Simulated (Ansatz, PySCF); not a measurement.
FeO2, SMILES [O]=[Fe]=[O] (connectivity only; charge and spin as stated), neutral, multiplicity 5. Atoms are numbered in the order given.

```xyz
3

Fe     0.0000     0.0000     0.2431
O      0.0000    -1.3674    -0.5700
O      0.0000     1.3674    -0.5700
```
Charge 0, spin multiplicity 5.

Geometry: PBE0-D3(BJ)/def2-TZVP. The spin state was assumed, not searched.

Two levels are set side by side: PBE-D3(BJ)/def2-TZVP (Ansatz, a quantum-chemistry and plane-wave program) and PBE0-D3(BJ)/def2-TZVP (Ansatz). Each level has its own optimised geometry; the coordinates shown are those of the second. Frequencies come from the Hessian of PySCF at each geometry. Differences are taken from unrounded values.

```json
[
 {"quantity": "mean bond length (Å)", "PBE0-D3(BJ)": "1.591", "PBE-D3(BJ)": "1.609", "PBE-D3(BJ) minus PBE0-D3(BJ)": "0.018"},
 {"quantity": "bond Fe1–O2 (Å)", "PBE0-D3(BJ)": "1.591", "PBE-D3(BJ)": "1.609", "PBE-D3(BJ) minus PBE0-D3(BJ)": "0.018"},
 {"quantity": "bond Fe1–O3 (Å)", "PBE0-D3(BJ)": "1.591", "PBE-D3(BJ)": "1.609", "PBE-D3(BJ) minus PBE0-D3(BJ)": "0.018"},
 {"quantity": "highest harmonic wavenumber (cm⁻¹)", "PBE0-D3(BJ)": "996", "PBE-D3(BJ)": "948", "PBE-D3(BJ) minus PBE0-D3(BJ)": "-48"},
 {"quantity": "mean harmonic wavenumber (cm⁻¹)", "PBE0-D3(BJ)": "742", "PBE-D3(BJ)": "717", "PBE-D3(BJ) minus PBE0-D3(BJ)": "-25"},
 {"quantity": "zero-point energy (kcal/mol)", "PBE0-D3(BJ)": "3.18", "PBE-D3(BJ)": "3.08", "PBE-D3(BJ) minus PBE0-D3(BJ)": "-0.11"}
]
```

GGA bonds tend to be longer and softer than those of functionals with exact exchange. Differences between two approximate levels are no errors against the true value.
